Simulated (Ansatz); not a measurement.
One change: `C[CH](C)[Sn][OH]` becomes `C[CH](C)[SbH2]`.

Ansatz, PBE0-D4/def2-TZVP geometries, multiplicity 1. Each molecule was computed in one conformer, which needn't be the lowest.

Elements past krypton have def2 core potentials.  Spin–orbit coupling is left out; it splits and shifts lone-pair levels of the heavy atoms by tenths of an eV.

```
                                                                                  property  `C[CH](C)[Sn][OH]`
                                          size of the dipole moment (B3LYP/def2-TZVPP) / D                2.05
                                                         HOMO energy (PBE/def2-TZVPP) / eV               -5.04
ideal-gas entropy at 298 K and 1 bar (rigid rotor, harmonic PBE0-D4/def2-TZVP) / J/(mol·K)                 379
                                                   HOMO–LUMO gap (ωB97M-V/def2-TZVPP) / eV                7.66
                                            size of the dipole moment (PBE/def2-TZVPP) / D                1.93
                                                     LUMO energy (ωB97M-V/def2-TZVPP) / eV               -0.43
```

Q: What does the change do to each property? (Best estimate.)

A: Computed: 
```json
{"property": "size of the dipole moment (B3LYP/def2-TZVPP) / D", "`C[CH](C)[SbH2]`": "0.99", "shift": "-1.06"}
{"property": "HOMO energy (PBE/def2-TZVPP) / eV", "`C[CH](C)[SbH2]`": "-5.80", "shift": "-0.76"}
{"property": "ideal-gas entropy at 298 K and 1 bar (rigid rotor, harmonic PBE0-D4/def2-TZVP) / J/(mol·K)", "`C[CH](C)[SbH2]`": "344", "shift": "-35"}
{"property": "HOMO–LUMO gap (ωB97M-V/def2-TZVPP) / eV", "`C[CH](C)[SbH2]`": "10.25", "shift": "2.59"}
{"property": "size of the dipole moment (PBE/def2-TZVPP) / D", "`C[CH](C)[SbH2]`": "1.02", "shift": "-0.91"}
{"property": "LUMO energy (ωB97M-V/def2-TZVPP) / eV", "`C[CH](C)[SbH2]`": "1.38", "shift": "1.81"}
```

With PBE0 the HOMO falls by 0.75 eV and the LUMO rises by 1.93 eV, so the gap widens by about 2.68 eV. PBE moves the HOMO by -0.76 eV and ωB97M-V by -0.78 eV. Dipoles are sizes alone; their direction can turn. Modes under 60 cm⁻¹, often nearly free rotors, make the harmonic entropy too high.

B3LYP here is the variant with VWN-RPA as its local correlation; programs differ in this.
